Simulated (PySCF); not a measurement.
3-ethenylsiletane (C5H10Si), SMILES C=CC1C[SiH2]C1. Coordinates come from a PBE-D3(BJ)/def2-SVP optimisation. The values are those of a single conformer.

Calculation: PBE-D3(BJ)/def2-SVP in PySCF 2.14.0.

Harmonic wavenumbers (cm⁻¹): 89, 99, 278, 297, 357, 446, 493, 535, 626, 668, 678, 726, 777, 835, 848, 894, 919, 952, 952, 985, 993, 1043, 1074, 1115, 1180, 1232, 1255, 1275, 1356, 1376, 1389, 1666, 2146, 2159, 2972, 2989, 2994, 3047, 3067, 3077, 3078, 3164. Rotational constants (GHz): 7.837, 1.564, 1.426; symmetry number 1.

Task: Work out the zero-point energy and the ideal-gas rigid-rotor harmonic-oscillator thermochemistry at 298.15 K and 1 atm.

Result: ZPE = ½ Σ hcν = ½ × 56103 cm⁻¹ = 80.20 kcal/mol. H − E(el) = 85.44 kcal/mol. Entropy in cal/(mol K): translation 39.66, rotation 27.31, vibration 16.39, total 83.37. G − E(el) = 60.59 kcal/mol. Cp = 30.67 cal/(mol K). Modes under 150 cm⁻¹ make the vibrational entropy uncertain.
